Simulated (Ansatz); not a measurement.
`[AlH2-]1[SH+][AlH2-][SH+]1`, 10 atoms. Charge 0, multiplicity 1. All runs use 2 threads of a server CPU on a shared host. Correlated methods freeze the cores.

Question: How many basis functions does each run have, and how long does it take in Ansatz? RHF-CCSD(T)/def2-TZVPP energy; RKS BHLYP-D4/def2-TZVPP energy; direct RPA on PBE orbitals/def2-TZVPP energy; RKS PBE0-D4/def2-TZVP relaxation (10 steps); RKS ωB97M-V/def2-SVP energy; RKS PBE0-D4/def2-QZVPP energy; RHF-MP2/def2-QZVPP energy; RKS PBE0-D4/def2-TZVP frequencies; RKS ωB97M-V/def2-QZVPP energy; RKS BLYP-D4/def2-TZVPP energy; RKS SPW92/def2-TZVPP energy; RKS PBE0-D4/def2-SVP energy. (Best estimate.)

Answer: The calculation gave: Other jobs shared the machine, so times are rough.

| level | job | functions | wall time | peak host memory (GiB) |
| --- | --- | --- | --- | --- |
| RKS PBE0-D4/def2-SVP | energy | 102 | 3.5 s | 0.22 |
| RKS SPW92/def2-TZVPP | energy | 252 | 6 s | 0.38 |
| RKS BLYP-D4/def2-TZVPP | energy | 252 | 7.5 s | 0.38 |
| direct RPA on PBE orbitals/def2-TZVPP | energy | 252 | 11 s | 0.58 |
| RKS BHLYP-D4/def2-TZVPP | energy | 252 | 14 s | 0.76 |
| RKS ωB97M-V/def2-SVP | energy | 102 | 15 s | 0.34 |
| RKS PBE0-D4/def2-QZVPP | energy | 460 | 31 s | 1.8 |
| RKS ωB97M-V/def2-QZVPP | energy | 460 | 58 s | 2.1 |
| RHF-MP2/def2-QZVPP | energy | 460 | 60 s | 2.7 |
| RKS PBE0-D4/def2-TZVP | relaxation (10 steps) | 184 | 110 s | 0.56 |
| RHF-CCSD(T)/def2-TZVPP | energy | 252 | 2.6 min | 4.7 |
| RKS PBE0-D4/def2-TZVP | frequencies | 184 | 7.8 min | 0.59 |
